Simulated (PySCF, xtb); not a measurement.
Ga(H)(F)(OH) (FGaH2O), SMILES [OH][GaH][F]. One conformer was computed; it need not be the lowest.

Harmonic wavenumbers (cm⁻¹) from GFN2-xTB (xtb 6.7.1) at its own minimum, in rising order: 133, 268, 332, 339, 468, 519, 618, 1951, 3622.

Q: What does B3LYP-D3(BJ)/def2-TZVP run with PySCF 2.14.0 give at its own minimum? (Estimate from the structure and the level; the computed values follow.)

A: 191, 387, 496, 564, 661, 707, 854, 2079, 3826. Paired by order, the mean absolute difference is 168 cm⁻¹ and the zero-point energies are 11.8 and 14.0 kcal/mol.
